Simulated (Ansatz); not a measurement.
C2H7FSi2 can be A, `FC1C[SiH2][SiH2]1`, or B, `F[SiH2]/C=C/[SiH3]`.

Gas-phase electronic energies from Ansatz, PBE0-D4/def2-TZVP geometries. CBS: MP2 limit from def2 TZ/QZ plus the TZ coupled-cluster correction, frozen cores. Functionals use def2-TZVPP. B3LYP here is the variant with VWN-RPA as its local correlation; programs differ in this. One conformer a species, not always the lowest.

Q: Which isomer does CCSD(T)/CBS put lower? Give the gap. (An estimate is asked.)

A: The calculation gave: B, by 197.3 kJ/mol.

Q: Give E(B) − E(A) in kJ/mol with B3LYP, HF/def2-TZVPP, B2PLYP, CCSD/def2-TZVPP, CCSD(T)/def2-SVP, PBE-D4, MP2/def2-TZVPP. (Best estimate.)

A: The calculation gave: B3LYP -202.0, HF/def2-TZVPP -236.9, B2PLYP -203.9, CCSD/def2-TZVPP -199.7, CCSD(T)/def2-SVP -178.8, PBE-D4 -155.3, MP2/def2-TZVPP -201.6. None reverses the order clearly.

Q: Does the order hold for the free energy at 298.15 K (harmonic terms from PBE0-D4)? (An estimate is asked.)

A: Computed: Yes: G(B) − G(A) = -211.3 kJ/mol, for one conformer each.

Largest T1 diagnostic: 0.013.

From PBE to PBE0 (25 % exact exchange), in def2-TZVPP and without D4, E(B) − E(A) moves by −4.0 kJ/mol. Leaving LDA and LC-ωPBE aside and taking each functional with its dispersion term where it has one, the values, not all of them listed here, spread over 48.6 kJ/mol, from BHLYP-D4 to PBE-D4. LDA lies +26.2 kJ/mol from PBE without D4.
